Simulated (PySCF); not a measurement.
## How methods differ on the ionisation energy of Ge⁺

Ge⁺ [Ar] 3d10 4s2 4p1 (2P) → Ge²⁺ [Ar] 3d10 4s2 (1S), as a difference of total energies. All numbers are calculated (PySCF 2.14, the non-relativistic Hamiltonian (point nucleus), in pcseg-2). Correlated levels: valence: [Ar] 3d10 frozen. The calculations carry no spin-orbit coupling.

```json
{"method": "UHF", "ionisation energy (eV)": "15.272", "difference from reference (eV)": "-0.517"}
{"method": "B3LYP", "ionisation energy (eV)": "15.870", "difference from reference (eV)": "+0.081"}
{"method": "TPSS", "ionisation energy (eV)": "15.819", "difference from reference (eV)": "+0.030"}
{"method": "MP2 (valence)", "ionisation energy (eV)": "15.503", "difference from reference (eV)": "-0.286"}
{"method": "SCS-MP2 (valence)", "ionisation energy (eV)": "15.490", "difference from reference (eV)": "-0.299"}
{"method": "CCSD (valence)", "ionisation energy (eV)": "15.574", "difference from reference (eV)": "-0.215"}
{"method": "CCSD(T) (valence)", "ionisation energy (eV)": "15.596", "difference from reference (eV)": "-0.193"}
```

Reference: 15.789 eV (measured; NIST levels, between the centres of gravity of the two terms).

These non-relativistic numbers lack the scalar-relativistic shift.

Errors of the correlated levels include the incompleteness of this basis and the frozen core.
